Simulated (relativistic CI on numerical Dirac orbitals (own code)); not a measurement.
**Ta2+: L2,3 absorption edge**

Computed with this model: Dirac-Coulomb-Breit CI, orbitals from a KLI potential per configuration, QED by a radiative potential, valence Slater integrals scaled by 0.8, multiplet model of core-to-valence dipole absorption; configurations [Xe] 4f14 5d3 → [He] 2s2 2p5 3s2 3p6 3d10 4s2 4p6 4d10 4f14 5s2 5p6 5d4; 300 K; Lorentzian 7.5 eV and Gaussian 1 eV FWHM. Energies are those of the free ion, without screening or charge transfer. The branching ratio is the share of the lower-energy edge in the whole absorption, uncertain by about 0.02 where the edges overlap. S is read from ⟨S²⟩ = S(S + 1).

Field parameters in Wybourne normalisation: D4h B²₀ = −7Ds, B⁴₀ = 21(Dq − Dt), B⁴₄ = 21√(5/14) Dq. The field is a parameter set, without covalency.

Case D4h, 10Dq = 14750, Ds = -1500, Dt = -250 cm⁻¹, the dichroism is that of the ground state at zero temperature, magnetised by exchange field 10 meV on Sz. The dichroism I(Δm = −1) − I(Δm = +1), over the sum of the three polarisations, integrates to -0.0218 on the lower edge and 0.0456 on the upper edge. The branching ratio is 0.739.

(1) Use the orbital sum rule with 7 holes to get ⟨Lz⟩.

Results:

(1) For a p → d edge ⟨Lz⟩ = 2 × n_h × (sum of both integrals) in this sign convention = 0.33; the ground state itself has ⟨Lz⟩ = 0.44 and ⟨Sz⟩ = -1.47. The rule assumes one radial integral for both edges, which relativistic orbitals only approach.
